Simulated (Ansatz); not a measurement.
`C[Si](F)(F)Cl` + H₂O → `C[Si](O)(F)Cl` + H–F  (formal hydrolysis of the Si–F bond)

Computed with Ansatz on PBE0-D4/def2-TZVP structures; ΔE is electronic, products minus reactants. CCSD(T)/CBS adds triple-zeta CCSD(T) − MP2 to the extrapolated MP2 energy (def2 sets, frozen cores). This one scheme is used for every species. Functionals use def2-TZVPP. B3LYP here is the variant with VWN-RPA as its local correlation; programs differ in this. HSE06 is defined as in plane-wave codes. Each species was taken in one conformer, which may not be the lowest.

```json
{"level": "LDA (SPW92)", "ΔE (kJ/mol)": "31.5", "difference from CCSD(T)/CBS": "-4.5"}
{"level": "PBE-D4", "ΔE (kJ/mol)": "34.4", "difference from CCSD(T)/CBS": "-1.6"}
{"level": "revPBE-D4", "ΔE (kJ/mol)": "32.5", "difference from CCSD(T)/CBS": "-3.5"}
{"level": "BLYP-D4", "ΔE (kJ/mol)": "36.4", "difference from CCSD(T)/CBS": "0.4"}
{"level": "r2SCAN-D4", "ΔE (kJ/mol)": "37.7", "difference from CCSD(T)/CBS": "1.7"}
{"level": "B97M-V", "ΔE (kJ/mol)": "40.7", "difference from CCSD(T)/CBS": "4.7"}
{"level": "PBE0-D4", "ΔE (kJ/mol)": "33.6", "difference from CCSD(T)/CBS": "-2.4"}
{"level": "B3LYP-D4", "ΔE (kJ/mol)": "36.1", "difference from CCSD(T)/CBS": "0.1"}
{"level": "r2SCANh-D4", "ΔE (kJ/mol)": "37.0", "difference from CCSD(T)/CBS": "1.0"}
{"level": "r2SCAN0-D4", "ΔE (kJ/mol)": "36.0", "difference from CCSD(T)/CBS": "0.0"}
{"level": "BHLYP-D4", "ΔE (kJ/mol)": "36.5", "difference from CCSD(T)/CBS": "0.5"}
{"level": "CAM-B3LYP-D4", "ΔE (kJ/mol)": "37.0", "difference from CCSD(T)/CBS": "1.0"}
{"level": "ωB97M-V", "ΔE (kJ/mol)": "36.1", "difference from CCSD(T)/CBS": "0.1"}
{"level": "B2PLYP", "ΔE (kJ/mol)": "37.6", "difference from CCSD(T)/CBS": "1.6"}
{"level": "PBE-QIDH", "ΔE (kJ/mol)": "34.0", "difference from CCSD(T)/CBS": "-2.0"}
{"level": "revPBE", "ΔE (kJ/mol)": "38.0", "difference from CCSD(T)/CBS": "2.0"}
{"level": "BLYP", "ΔE (kJ/mol)": "40.9", "difference from CCSD(T)/CBS": "4.9"}
{"level": "r2SCAN", "ΔE (kJ/mol)": "38.2", "difference from CCSD(T)/CBS": "2.2"}
{"level": "B3LYP", "ΔE (kJ/mol)": "39.5", "difference from CCSD(T)/CBS": "3.5"}
{"level": "r2SCANh", "ΔE (kJ/mol)": "37.6", "difference from CCSD(T)/CBS": "1.6"}
{"level": "r2SCAN0", "ΔE (kJ/mol)": "36.6", "difference from CCSD(T)/CBS": "0.6"}
{"level": "HSE06", "ΔE (kJ/mol)": "35.3", "difference from CCSD(T)/CBS": "-0.7"}
{"level": "BHLYP", "ΔE (kJ/mol)": "39.2", "difference from CCSD(T)/CBS": "3.2"}
{"level": "CAM-B3LYP", "ΔE (kJ/mol)": "38.9", "difference from CCSD(T)/CBS": "2.9"}
{"level": "LC-ωPBE", "ΔE (kJ/mol)": "36.0", "difference from CCSD(T)/CBS": "0.0"}
{"level": "RPA@PBE/def2-TZVPP", "ΔE (kJ/mol)": "36.7", "difference from CCSD(T)/CBS": "0.7"}
{"level": "HF/def2-SVP", "ΔE (kJ/mol)": "34.3", "difference from CCSD(T)/CBS": "-1.7"}
{"level": "MP2/def2-SVP", "ΔE (kJ/mol)": "31.7", "difference from CCSD(T)/CBS": "-4.3"}
{"level": "CCSD/def2-SVP", "ΔE (kJ/mol)": "33.9", "difference from CCSD(T)/CBS": "-2.1"}
{"level": "HF/def2-TZVPP", "ΔE (kJ/mol)": "40.8", "difference from CCSD(T)/CBS": "4.8"}
{"level": "MP2/def2-TZVPP", "ΔE (kJ/mol)": "33.2", "difference from CCSD(T)/CBS": "-2.8"}
{"level": "SCS-MP2/def2-TZVPP", "ΔE (kJ/mol)": "35.7", "difference from CCSD(T)/CBS": "-0.3"}
{"level": "CCSD/def2-TZVPP", "ΔE (kJ/mol)": "36.1", "difference from CCSD(T)/CBS": "0.1"}
{"level": "CCSD(T)/def2-TZVPP", "ΔE (kJ/mol)": "35.1", "difference from CCSD(T)/CBS": "-0.9"}
{"level": "HF/def2-QZVPP", "ΔE (kJ/mol)": "42.6", "difference from CCSD(T)/CBS": "6.6"}
{"level": "MP2/def2-QZVPP", "ΔE (kJ/mol)": "34.3", "difference from CCSD(T)/CBS": "-1.7"}
{"level": "SCS-MP2/def2-QZVPP", "ΔE (kJ/mol)": "36.7", "difference from CCSD(T)/CBS": "0.7"}
{"level": "HF/CBS(def2)", "ΔE (kJ/mol)": "42.8", "difference from CCSD(T)/CBS": "6.8"}
{"level": "MP2/CBS(def2)", "ΔE (kJ/mol)": "34.1", "difference from CCSD(T)/CBS": "-1.9"}
{"level": "CCSD/CBS(def2)", "ΔE (kJ/mol)": "37.0", "difference from CCSD(T)/CBS": "1.0"}
{"level": "CCSD(T)/CBS", "ΔE (kJ/mol)": "36.0", "difference from CCSD(T)/CBS": "0"}
```

Largest T1 diagnostic among the species: 0.011.

Leaving LDA and LC-ωPBE aside and taking each functional with its dispersion term where it has one, the values spread over 8.2 kJ/mol, from revPBE-D4 to B97M-V. LDA lies −5.0 kJ/mol from PBE without D4. In def2-TZVPP, CCSD(T) changes the Hartree–Fock value by −5.7 kJ/mol (the triples alone add −1.0 kJ/mol) and MP2 by −7.6 kJ/mol. The D4 term adds −3.4 kJ/mol with B3LYP and −1.9 kJ/mol with PBE0; it sums over pairs of atoms, weighted by their polarisabilities, and B3LYP, whose exchange is more repulsive, gets the larger term.
